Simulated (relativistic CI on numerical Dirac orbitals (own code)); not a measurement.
Calculated levels, Ni20+

Calculated at this level of theory: Dirac-Coulomb-Breit CI, orbitals from a KLI potential per configuration, model QED (radiative potential, 1s self-energy scaled to tabulated hydrogen-like ionisation energies), unscaled Slater integrals (own radial code, finite nucleus).

Configurations in the expansion (outside the closed core 1s2): 2s2 2p4, 2s 2p5, 2p6, 2p5 3s, 2p5 3p, 2p5 3d, 2s2 2p3 3s, 2s2 2p3 3p, 2s2 2p3 3d, 2s 2p4 3s, 2s 2p4 3p, 2s 2p4 3d, 2s2 2p3 4s, 2s2 2p3 4p, 2s2 2p3 4d, 2s2 2p3 4f, 2s 2p4 4s, 2s 2p4 4p, 2s 2p4 4d, 2s2 2p2 3s2, 2s 2p4 4f, 2s2 2p3 5s, 2s2 2p3 5p, 2s2 2p3 5d, 2s2 2p2 3s 3p, 2s2 2p3 5f, 2s2 2p3 5g, 2s2 2p2 3p2, 2s2 2p2 3s 3d, 2s2 2p2 3p 3d, 2s 2p3 3s2, 2s2 2p2 3d2, 2s 2p3 3s 3p, 2s 2p4 5s, 2s 2p4 5p, 2s 2p3 3p2. Levels of other configurations are missing.

The lowest level is 2s2 2p4 3P_2, with 88 % of that term; Hund's rules for 2s2 2p4 give 3P with J = 2, in agreement.

```tsv
No.	Configuration	Term	J	E (eV)	%	Next component (%)	Landé g	jj configuration (%)
1	2s2 2p4	3P	2	0.00	88	12 1D	1.436	2p3/2^2 (93)
2	2s2 2p4	3P	0	11.51	73	26 1S		2p3/2^2 (83)
3	2s2 2p4	3P	1	15.85	100		1.497	2p1/2 2p3/2^3 (100)
4	2s2 2p4	1D	2	26.55	88	12 3P	1.056	2p1/2 2p3/2^3 (93)
5	2s2 2p4	1S	0	50.44	71	27 3P		2p3/2^4 (83)
6	2s 2p5	3P°	2	130.34	100		1.497	2s 2p3/2^3 (100)
7	2s 2p5	3P°	1	140.66	95	5 1P°	1.471	2s 2p3/2^3 (55)
8	2s 2p5	3P°	0	148.91	100			2s 2p1/2 2p3/2^4 (100)
9	2s 2p5	1P°	1	180.24	95	5 3P°	1.021	2s 2p1/2 2p3/2^4 (55)
10	2p6	1S	0	301.71	98	2 2s2 2p4 1S		closed (98)
11	2s2 2p3 3s	5S°	2	987.91	83	13 3P°	1.905	2p3/2 3s (60)
12	2s2 2p3 3s	3S°	1	994.54	73	11 1P°	1.729	2p3/2 3s (72)
13	2s2 2p3 3s	3D°	2	1009.86	56	19 3P°	1.296	2p1/2 2p3/2^2 3s (65)
14	2s2 2p3 3s	3D°	1	1010.63	69	19 3S°	0.868	2p1/2 2p3/2^2 3s (77)
15	2s2 2p3 3s	3D°	3	1015.81	99	1 2s 2p4 3p 3D°	1.330	2p1/2 2p3/2^2 3s (99)
16	2s2 2p3 3s	1D°	2	1018.49	71	27 3D°	1.052	2p1/2 2p3/2^2 3s (97)
17	2s2 2p3 3p	5P	1	1020.32	75	12 3P	2.230	2p3/2 3p1/2 (62)
18	2s2 2p3 3p	5P	2	1020.86	67	21 3P	1.671	2p3/2 3p1/2 (54)
19	2s2 2p3 3p	5P	3	1024.69	83	13 3D	1.603	2p3/2 3p3/2 (59)
20	2s2 2p3 3s	3P°	0	1027.03	98	1 2p5 3s 3P°		2p1/2 2p3/2^2 3s (98)
21	2s2 2p3 3p	3P	1	1027.90	63	13 1P	1.447	2p3/2 3p3/2 (77)
22	2s2 2p3 3s	3P°	1	1028.16	71	25 1P°	1.359	2p1/2 2p3/2^2 3s (96)
23	2s2 2p3 3p	3P	2	1031.99	60	21 5P	1.458	2p1/2 2p3/2^2 3p3/2 (36)
24	2s2 2p3 3p	3P	0	1033.96	98	2 1S		2p1/2 2p3/2^2 3p3/2 (64)
25	2s2 2p3 3s	3P°	2	1039.40	64	15 3D°	1.401	2p3/2^3 3s (91)
26	2s2 2p3 3p	3D	1	1039.50	35	28 1P	1.104	2p1/2 2p3/2^2 3p1/2 (67)
27	2s2 2p3 3s	1P°	1	1041.43	55	22 3D°	1.027	2p3/2^3 3s (90)
28	2s2 2p3 3p	3F	2	1042.70	46	31 3D	0.997	2p1/2 2p3/2^2 3p1/2 (77)
29	2s2 2p3 3p	3D	2	1045.70	58	18 3F	1.131	2p1/2 2p3/2^2 3p3/2 (57)
30	2s2 2p3 3p	3F	3	1046.32	66	19 3D	1.177	2p1/2 2p3/2^2 3p3/2 (49)
```

Energies count from the lowest computed level; ° marks odd parity. Filled j subshells are mostly left out of the jj labels.

The mean weight of the leading LS term, summed over parents, in these 30 levels is 77 %, and that of the leading jj configuration (from the same eigenvectors) 77 %.

At this charge energies of transitions that change n are usually good to better than 1 %, and those within a shell (Δn = 0) to a few per cent.

LS names give the leading component of a level, which can be under half, so a name can repeat, a term be missing and a line seem to break the LS rules.
